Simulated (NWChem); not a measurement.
System: C2H6OTe; SMILES CC[Te]O

Here is an NWChem input.

```
start job
memory heap 200 mb stack 900 mb global 1100 mb
geometry units angstroms noautosym nocenter noautoz
  Te     0.219925    -0.591270    -0.201290
  C      0.429911     1.518226    -0.636614
  C     -0.298581     2.398366     0.357019
  H      0.062283     1.665765    -1.662058
  H      1.518397     1.693705    -0.640776
  H      0.123669     2.306432     1.369368
  H     -1.363474     2.123764     0.403019
  H     -0.239815     3.457637     0.056352
  O     -1.780407    -0.521311    -0.035830
  H     -1.966074    -0.414055     0.905388
end
basis spherical
  * library def2-svpd
end
ecp
  Te library def2-ecp
end
dft
  xc pbe0
  iterations 150
end
property
  response 1 0.0
end
task dft property
```

All runs use the structure optimised with PBE0/def2-SVP. No frequency run checked for a minimum. def2 effective core potentials on Te; no spin-orbit coupling.

Static field.

Problem. Give the results of this calculation. (PBE0/def2-SVPD with def2 effective core potentials on Te.) Quantities: isotropic polarisability (bohr³); anisotropy (bohr³).

Solution. 
```json
{
  "isotropic polarisability (bohr³)": "72.5",
  "anisotropy (bohr³)": "18.6"
}
```
